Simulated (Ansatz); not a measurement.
Ge₆Bi⁺, relaxed as a singlet with RKS PBE-D4/def2-SVP in Ansatz, starting from the GFN2-xTB geometry. Force threshold 0.02 eV/Å.

In the def2 sets Bi takes a core potential; there is no spin–orbit coupling. The structure comes from a short search, and lower isomers may exist.

Start:

```xyz
7

Bi    1.064   -1.000    1.853
Ge    0.748   -0.753   -0.844
Ge   -1.239   -1.834    0.548
Ge    1.823    1.286    0.472
Ge    0.130    1.737   -1.459
Ge   -1.773   -0.198   -1.405
Ge   -0.753    0.761    0.835
```

(1) Estimate the energy that the relaxation releases and the steps that it takes.

(2) Does the start keep its bonding and symmetry?

(3) Predict the relaxed structure.

Results:

(1) 5.9 kcal/mol, in 6 steps; 29 s on 4 threads of Arm Neoverse V1 on a shared host. No frequencies were taken in this run, so the end may be a saddle point.

(2) By distances, no bond broke or formed. The bond that changes most is Bi1–Ge2, from 2.73 to 2.86 Å (atoms count from 1). Point group C2v at the start, C2v at the end, both within 0.05 Å.

(3) 
```xyz
7

Bi    1.103   -1.035    1.922
Ge    0.771   -0.779   -0.903
Ge   -1.294   -1.886    0.547
Ge    1.874    1.341    0.466
Ge    0.136    1.757   -1.466
Ge   -1.791   -0.205   -1.417
Ge   -0.800    0.807    0.852
```
Bond lengths: 12 × Ge–Ge 2.63 to 2.84 Å; 4 × Bi–Ge 2.86 to 2.89 Å.
